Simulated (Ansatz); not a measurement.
Calculated with Ansatz (gas phase, PBE0-D4/def2-TZVP geometries, no zero-point term in ΔE). CCSD(T)/CBS adds triple-zeta CCSD(T) − MP2 to the extrapolated MP2 energy (def2 sets, frozen cores). Functionals use def2-TZVPP. B3LYP here is the variant with VWN-RPA as its local correlation; programs differ in this. For Ge outer-core shells are correlated without core-valence functions, which leaves a few kJ/mol of doubt a bond. Scalar relativity is left out up to krypton. Each species was taken in one conformer, which may not be the lowest.

`C[SiH](N)[GeH2][NH2]` + `FCS` → `[NH2][GeH2][S]CF` + `C[SiH2]N`  (cleavage of the Ge–Si bond)

`C[SiH](N)[GeH2][NH2]`:

```xyz
15

C    -1.791   -0.468   -1.357
Si   -0.272    0.488   -0.837
N     1.170   -0.340   -1.286
Ge    0.004    0.633    1.533
N     1.618   -0.247    1.837
H    -1.800   -1.465   -0.911
H    -2.700    0.058   -1.053
H    -1.822   -0.582   -2.445
H    -0.407    1.865   -1.410
H     1.970   -0.234   -0.679
H     1.444   -0.448   -2.250
H    -1.173    0.024    2.341
H     0.223    2.063    2.067
H     1.983   -0.103    2.769
H     1.552   -1.244    1.681
```

`FCS`:

Cartesian coordinates in Å:
```
F 0.848 -1.153 0.538
C 0.217 -0.280 -0.316
S -0.085 1.323 0.418
H -0.718 -0.738 -0.640
H 0.867 -0.105 -1.176
H -1.128 0.953 1.177
```

`[NH2][GeH2][S]CF`:

```xyz
11

N    -1.119   -0.268    1.733
Ge   -0.411    1.033    0.660
S    -0.375    0.562   -1.533
C     1.014   -0.574   -1.517
F     0.732   -1.749   -0.847
H    -2.107   -0.423    1.582
H    -0.644   -1.156    1.639
H     1.057    1.223    1.074
H    -1.274    2.291    0.800
H     1.884   -0.122   -1.035
H     1.243   -0.819   -2.556
```

`C[SiH2]N`:

Cartesian coordinates in Å:
```
C -0.779 1.127 0.286
Si 0.080 -0.256 -0.638
N 1.031 -1.333 0.309
H -1.353 1.751 -0.406
H -0.057 1.768 0.797
H -1.470 0.731 1.035
H 0.990 0.350 -1.649
H -0.955 -1.079 -1.321
H 1.919 -1.042 0.683
H 0.594 -2.017 0.904
```

| level | ΔE (eV) |
| --- | --- |
| ωB97M-V | -0.49 |
| B3LYP | -0.49 |
| MP2/def2-QZVPP | -0.55 |
| SCS-MP2/def2-QZVPP | -0.56 |

Task: What does CCSD(T)/CBS give? (Best estimate.)

Result: The calculation gave: -0.48 eV. The listed levels differ from it by -0.01, -0.01, -0.07, -0.08 eV.

Largest T1 diagnostic among the species: 0.012.

In def2-TZVPP, CCSD(T) changes the Hartree–Fock value by +0.14 eV (the triples alone add −0.00 eV) and MP2 by +0.08 eV.
